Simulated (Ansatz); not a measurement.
A structure drawn as `NC1C[SiH2]1`, with this starting geometry:

```xyz
11

N     1.050   -0.165    1.145
C     0.372    0.386    0.046
C     0.064   -0.528   -1.056
Si   -1.520   -0.039   -0.234
H     0.967    0.423    2.032
H     2.113   -0.171    1.006
H     0.521    1.459   -0.190
H     0.130   -0.078   -2.104
H     0.390   -1.547   -1.056
H    -2.194    1.151   -0.567
H    -1.893   -0.890    0.978
```

The species carries charge 0 and has multiplicity 1.

(1) Does it keep its bonds when Ansatz relaxes it at PBE-D4/def2-SVP and then PBE0-D4/def2-TZVP?

(2) Give the relaxed structure. (Estimate.)

Atoms count as bonded under 1.1 times the sum of their covalent radii (H–H under 0.85 Å, pairs among N, O and F under 1.55 Å), and a drawn bond as lost past 1.3 times.

## Answers

(1) Yes, every drawn bond is still there and no new one forms.

(2) The calculation gave: 
Z-matrix (Å, degrees):
```
C
C 1 1.539
Si 1 1.862 2 65.0
N 1 1.437 2 114.5 3 111.3
H 1 1.094 2 113.0 3 -109.6
H 2 1.085 1 117.0 3 113.4
H 2 1.086 1 114.2 3 -110.2
H 3 1.479 1 119.1 2 -104.8
H 3 1.476 1 118.9 2 105.0
H 4 1.011 1 111.6 2 -159.1
H 4 1.014 1 111.3 2 80.0
```
All modes are real.
